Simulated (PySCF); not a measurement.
Compound: CH13NSi4.
Numbering: `[CH3:1][SiH2:2][N:3]([SiH3:4])[SiH2:5][SiH3:6]` (hydrogens: H7, H8, H9 on C1; H10, H11 on Si2; H12, H13, H14 on Si4; H15, H16 on Si5; H17, H18, H19 on Si6)

Geometry (GFN2-xTB, Å), atoms numbered from 1 in this order:
```xyz
19
CH13NSi4 angstrom
C     -0.8989    2.1580    0.6722
Si    -1.6636    0.8089   -0.4186
N     -0.5875   -0.5615   -0.5276
Si    -1.0603   -2.0814    0.1720
Si     1.0242   -0.3456   -1.1845
Si     2.5850   -0.2336    0.5081
H     -1.5665    3.0103    0.7533
H     -0.7040    1.7952    1.6778
H      0.0424    2.5133    0.2616
H     -2.9266    0.3374    0.1537
H     -1.8831    1.3204   -1.7766
H     -0.0197   -3.0554   -0.1538
H     -2.3448   -2.4821   -0.4020
H     -1.1717   -1.9440    1.6282
H      0.9476    0.8600   -2.0249
H      1.2378   -1.4709   -2.1098
H      2.7636   -1.5013    1.2281
H      2.3041    0.7645    1.5498
H      3.9124    0.1168   -0.0147
```

The calculation used TDDFT CAM-B3LYP/def2-SVPD, vertical, gas phase, core orbitals frozen in the response (PySCF 2.14.0, density-fitted response routines).

Kohn–Sham orbitals with the atoms that hold most of them (Löwdin shares over 4%, at most four atoms; ? is withheld):

```csv
orbital,ε (eV),atoms
LUMO+2,1.12,"Si6 33%, Si5 14%, H18 10%, Si4 7%"
LUMO+1,1.02,"Si5 19%, Si6 19%, Si4 9%, Si2 8%"
LUMO,0.58,"Si5 22%, Si6 17%, Si4 11%, Si2 6%"
HOMO,?,?
HOMO-1,-10.24,?
HOMO-2,-10.59,"Si2 25%, H10 20%, C1 19%, Si4 7%"
HOMO-3,-10.75,"Si5 25%, H16 15%, H15 15%, Si6 11%"
```

Problem. Give the leading atoms of the HOMO-1.

Solution. Si5 (bonded to N, Si and 2 H) 21%; Si6 (bonded to Si and 3 H) 21%; Si2 (bonded to C, N and 2 H) 10%; N3 (bonded to 3 Si) 9%. By element: silicon 52% or more, nitrogen 9%.

Problem. Give the leading atoms of the HOMO.

Solution. N3 (bonded to 3 Si) 44%; Si5 (bonded to N, Si and 2 H) 10%; Si6 (bonded to Si and 3 H) 10%; Si4 (bonded to N and 3 H) 7%. By element: nitrogen 44%, silicon 26% or more.

Problem. What is the HOMO energy, and the HOMO–LUMO gap?

Solution. ε(HOMO) = -8.44 eV; the gap is 9.02 eV (0.3314 hartree).

Problem. The HOMO–LUMO gap is 9.02 eV. Where does the response calculation put the lowest singlet, and from which orbitals?

Solution. S1 is at 5.78 eV (f = 0.0046), 3.24 eV below the gap, made of HOMO→LUMO (95%). Without the coupling terms of the response equations the lowest excitation would equal the gap.

Next come S2 at 6.41 eV (f 0.0046), HOMO→LUMO+1 (61%), HOMO→LUMO+2 (27%); S3 at 6.93 eV (f 0.012), HOMO→LUMO+2 (36%), HOMO→LUMO+4 (27%), HOMO→LUMO+6 (13%); S4 at 6.94 eV (f 0.059), HOMO→LUMO+3 (36%), HOMO→LUMO+1 (17%), HOMO→LUMO+4 (13%); S5 at 7.14 eV (f 0.101), HOMO→LUMO+3 (36%), HOMO→LUMO+4 (31%).

Time: 1.9 min wall; peak memory 1.1 GiB. Hardware: an Arm Neoverse N1 with one thread, on a shared host.

One conformer stands for the species.

Without π bonds the low states are Rydberg-like; a valence basis with one diffuse set may place them up to an eV too high.
